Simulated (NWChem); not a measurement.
System: C2F3, doublet; SMILES F[C]=C(F)F

```xyz
5

F      0.0222     1.9488     0.0000
C     -0.5742     0.7990     0.0000
C     -0.0660    -0.4199     0.0000
F      1.2186    -0.6989     0.0000
F     -0.8056    -1.4995     0.0000
```
Atoms are numbered in this order, from 1.

Computed with NWChem. Pople sets run with spherical d functions. Spin-unrestricted. In the optimisation the excess spin sits in a' (Cs, its own frame). All runs use the structure optimised with PBE0/def2-SVP, spin-unrestricted. No stability test was run on the SCF state. Level: PBE/6-31G* with SMD (1 M gas to 1 M solution), gas-phase geometry. Reactions with the solvent are ignored.

```csv
solvent,dielectric constant,solvation free energy (kcal/mol),cavity-dispersion-structure term (kcal/mol),dipole in solution (D)
water,78.4,4.8,5.3,0.25
chlorobenzene,5.70,1.8,2.2,0.24
n-hexane,1.88,1.4,1.6,0.23
ethyl acetate,5.99,1.9,2.3,0.25
benzene,2.27,1.6,1.9,0.24
```
